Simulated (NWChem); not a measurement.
System: CH$_{2}$FNO$_{2}$Si; SMILES [Si@H](OC#N)(O)F

```xyz
8

N     -0.2549     2.9245    -0.1014
C      0.1537     1.8467     0.0695
O      0.6502     0.6695     0.2811
Si     0.0086    -0.7780    -0.3359
O      0.9815    -1.9673     0.1947
F     -1.4768    -0.8711     0.2427
H      0.0014    -0.7629    -1.7985
H      1.1719    -2.0497     1.1401
```
Atoms are numbered in this order, from 1.

Computed with NWChem. The geometry was optimised at B3LYP/6-31G* (spherical d). Level: M05-2X/def2-SVP with SMD (1 M gas to 1 M solution), gas-phase geometry. Reactions with the solvent are ignored.

**Question.** Order these by “solvation free energy (kcal/mol)”, lowest first: diethyl ether; acetone; cyclohexane.

**Answer.** acetone (-6.9), diethyl ether (-5.5), cyclohexane (-2.4)
